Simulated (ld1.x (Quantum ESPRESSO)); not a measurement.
Values are calculated unless marked as measured or tabulated.
**Potentials for germanium (Ge) compared**

Generated with ld1.x 7.5 (TM, RRKJ, ultrasoft, PAW), atompaw 4.2 or ONCVPSP 4.0.1. The cutoff is in Ry: for ld1.x and atompaw files where the sum of valence levels is converged to 10 mRy in a Bessel basis, for ONCV files where the hardest occupied wave has 1 mHa per electron of residual kinetic energy. The error is the largest all-electron minus pseudo excitation energy over each file’s own four to seven test configurations (ionisations up to +4, promotions, holes and added fractions of an electron), all of which were solved. The labels leave out finer settings (local radius, basis sizes, second energies), which also bear on the numbers. Spin-polarised tests are not counted. The rows are a selection from randomly drawn settings: files with unsolved tests, undetermined cutoffs or missed reference levels are left out.

A true bound ghost makes a file unfit for plane-wave use even where its test errors are small: the radial tests pick states by their node count and pass the ghost by.

| potential | cutoff (Ry) | largest error (meV) | bound ghosts |
| --- | --- | --- | --- |
| RRKJ, Wu–Cohen, scalar-relativistic, rc 1.45/2.40 (sp), local smoothed, core correction no, reference 4s2 4p2 | 35 | +114 | none |
| ultrasoft, PBEsol, scalar-relativistic, rc 1.70/1.90 (sp), local smoothed, core correction no, reference 4s1 4p0 | 10 | +259 | none |
| TM, BP86, scalar-relativistic, rc 2.34/2.82/1.76 (spd), local smoothed, core correction yes, reference 3d10 4s2 4p1.75 | 120 | -6.4 | none |
| RRKJ, PBE, scalar-relativistic, rc 1.50/1.75/1.00 (spd), local smoothed, core correction yes, reference 3d10 4s1 4p3 | 200 | -357 | s |
| PAW, Wu–Cohen, scalar-relativistic, rc 1.05/1.25/1.20 (spd), local smoothed, core correction yes, reference 3s2 3p6 3d10 4s1.75 4p2.25 | 110 | -47 | none |
| ultrasoft, LDA (PZ), scalar-relativistic, rc 1.90/1.95 (sp), local smoothed, core correction no, reference 4s1 4p3 | 8 | +34 | none |

Task: Fill in the row for Ge: TM semilocal, PBE, scalar-relativistic, rc 1.45/2.50/1.05 (spd), local s, core correction yes, reference 3d10 4s2 4p2.

Result: cutoff 230 Ry, largest error -111 meV, bound ghosts: none.

Task: Fill in the row for Ge: TM, PBE, scalar-relativistic, rc 2.48/1.96 (sp), local s, core correction yes, reference 4s2 4p1.5.

Result: cutoff 12 Ry, largest error -224 meV, bound ghosts: none.
